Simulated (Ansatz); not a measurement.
Consider the cleavage of the Ge–Al bond: `[AlH2][GeH3]` + `OC#C[SiH3]` → `[SiH3]C#C[O][GeH3]` + `[AlH3]`.

Calculated with Ansatz (gas phase, PBE0-D4/def2-TZVP geometries, no zero-point term in ΔE). CCSD(T)/CBS is the MP2 limit (def2-TZVPP, def2-QZVPP) plus CCSD(T) − MP2 in def2-TZVPP, frozen cores. This one scheme is used for every species. DFT in def2-TZVPP. B3LYP here is the variant with VWN-RPA as its local correlation; programs differ in this. For Ge outer-core shells are correlated without core-valence functions, which leaves a few kJ/mol of doubt a bond. Scalar relativity is left out up to krypton. Each species was taken in one conformer, which may not be the lowest.

```
          level  ΔE (kJ/mol)
      r2SCAN-D4         -9.0
        PBE0-D4         -0.7
        ωB97X-V        -16.5
          B3LYP        -12.1
CCSD/def2-TZVPP        -15.2
  HF/def2-QZVPP        -33.0
   HF/CBS(def2)        -33.2
  MP2/CBS(def2)        -19.2
```

Task: What does CCSD(T)/CBS give? (Estimate.)

Result: Ansatz gave: -11.1 kJ/mol. The listed levels differ from it by 2.1, 10.4, -5.4, -1.0, -4.1, -21.9, -22.1, -8.1 kJ/mol.

Largest T1 diagnostic among the species: 0.013.

The D4 term adds −4.2 kJ/mol with B3LYP and −2.4 kJ/mol with PBE0; it sums over pairs of atoms, weighted by their polarisabilities, and B3LYP, whose exchange is more repulsive, gets the larger term. In def2-TZVPP, CCSD(T) changes the Hartree–Fock value by +15.8 kJ/mol (the triples alone add −0.3 kJ/mol) and MP2 by +7.6 kJ/mol.
